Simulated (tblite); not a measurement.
Compound: C₃H₁₄NPSi₂.
Cartesian coordinates in Å at the GFN2-xTB level; atoms count from 1:
```xyz
21
C3H14NPSi2 angstrom
C     -2.3514   -1.3931    0.7223
Si    -1.1826    0.0405    0.2605
N     -1.3662    1.2202    1.5181
P     -1.6011    0.9153   -1.7990
C      0.6563   -0.4748    0.2480
C      1.5469    0.6148   -0.3435
Si     3.3715    0.0958   -0.4525
H     -2.2099   -1.6859    1.7565
H     -3.3895   -1.1026    0.5967
H     -2.1752   -2.2632    0.0984
H     -2.2958    1.5272    1.7569
H     -0.7448    2.0138    1.5172
H     -1.2325   -0.2249   -2.4912
H     -2.9362    0.5556   -1.8171
H      0.7780   -1.3910   -0.3318
H      0.9790   -0.7022    1.2634
H      1.4558    1.5188    0.2619
H      1.1738    0.8767   -1.3387
H      4.1662    1.2000   -0.9928
H      3.8539   -0.2474    0.8879
H      3.4948   -1.0769   -1.3216
```

Method: GFN2-xTB as coded in tblite; computed harmonic values from a numerical Hessian at the method's own geometry, unscaled. Against measured fundamentals such values can be off by several per cent, at times by over 20. Modes of hydrogen on phosphorus and silicon can be 10 to 20 % off. One conformer, not necessarily the lowest.

Harmonic wavenumbers (cm⁻¹): 40.1, 53.7, 81.6, 89.9, 104.0, 119.3, 125.9, 148.9, 154.6, 186.6, 199.7, 218.9, 279.8, 425.3, 508.7, 532.9, 546.5, 661.9, 673.4, 694.4, 703.7, 740.1, 758.0, 778.6, 786.8, 792.6, 795.0, 810.8, 820.5, 854.1, 897.4, 1065.6, 1072.1, 1149.6, 1195.6, 1266.4, 1311.4, 1364.1, 1478.6, 1479.3, 1482.8, 1487.7, 1515.1, 2250.0, 2256.1, 2262.9, 2293.4, 2380.2, 2930.3, 2967.7, 2972.9, 2992.2, 3044.5, 3049.0, 3058.3, 3464.0, 3496.4.

A = 1941, B = 690.8, C = 608.1 MHz; mass 151.040 u (most abundant isotopes); point group C1, symmetry number 1.

**Question.** What is the zero-point energy?

**Answer.** Half the sum of the wavenumbers: 34935 cm⁻¹ = 99.88 kcal/mol.

**Question.** What is S at 500 K and 1 bar for an ideal gas of classical rigid rotors and harmonic oscillators?

**Answer.** Translation 43.54, rotation 31.90, vibration 72.67: S = 148.1 cal/(mol K).

**Question.** And Cp and H(500 K) − H(0)?

**Answer.** Cp = 67.83 cal/(mol K), of which vibrations give 59.88 (their classical limit is 57 R = 113.3); H(500 K) − H(0) = 21.25 kcal/mol without the zero-point energy, 17.28 from vibrations.

**Question.** Blend soft modes into free rotors: weight 1/[1 + (100 cm⁻¹/ν̃)⁴] for the oscillator and the rest for a rotor with moment μB/(μ + B), μ = h/(8π²ν), B = 10⁻⁴⁴ kg m². What vibrational entropy results?

**Answer.** 66.16 cal/(mol K) in place of 72.67, which changes −T·S at 500 K by +3.25 kcal/mol.

**Question.** What must be added to the electronic energy to get the Gibbs energy at 500 K and 1 bar?

**Answer.** ZPE + [H(500 K) − H(0)] − T·S = 99.88 + 21.25 − 74.05 = 47.08 kcal/mol.

Hindered rotation and anharmonicity are outside this model. Other conformers, if any are populated, would add a mixing term that is left out. The structure is chiral; the term R ln 2 for an equal mix with its mirror image is left out.

The run took 1.8 s of wall time on Arm Neoverse N1, one thread, shared host with 64 logical CPUs at a one-minute load of 58. This covers the Hessian and the dipole derivatives.
